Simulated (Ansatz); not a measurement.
Cl₂Sn, singlet, geometry from GFN2-xTB (such geometries of metal compounds can be far from the true shape) (core potentials on Sn); R2SCAN/def2-TZVPP (Ansatz, a quantum-chemistry and plane-wave program).

Input for Ansatz:
Ansatz 0.2 input:
```yaml
crystal:
  periodic: [false, false, false]
  atoms:
    - {symbol: Sn, position_ang: [0.04080377, -0.03780800, 0.61929811]}
    - {symbol: Cl, position_ang: [1.09145712, 1.45848468, -0.90095331]}
    - {symbol: Cl, position_ang: [-1.21146821, -1.34728468, -0.92051173]}
basis:
  gaussian:
    orbitals: def2-TZVPP
hamiltonian:
  xc: r2scan
```

It wrote (shortened):

```
Functional definition: r2SCAN
976 factors; their error is unknown
mean field evaluation 1: about -30879.8846 eV, gradient 2.3e1 eV
mean field evaluation 2: about -30874.8387 eV, gradient 4.8e1 eV
mean field evaluation 4: about -30881.3089 eV, gradient 1.8e0 eV
mean field evaluation 8: about -30881.2977 eV, gradient 3.2e-2 eV
mean field evaluation 16: about -30881.2977 eV, gradient 7.5e-6 eV
mean field -30881.29766367 eV, -1134.8667570445 hartree, gradient 7.5e-6 eV, S^2 0.000000; 0 other end points of the search recorded, 0 dependent functions left out
reference -30881.29767410 eV, -1134.8667574276 hartree; 28, 28 occupied and 106, 106 virtual orbitals, 976 factors
Total energy: -30881.29767410 eV, -1134.8667574276 hartree
```
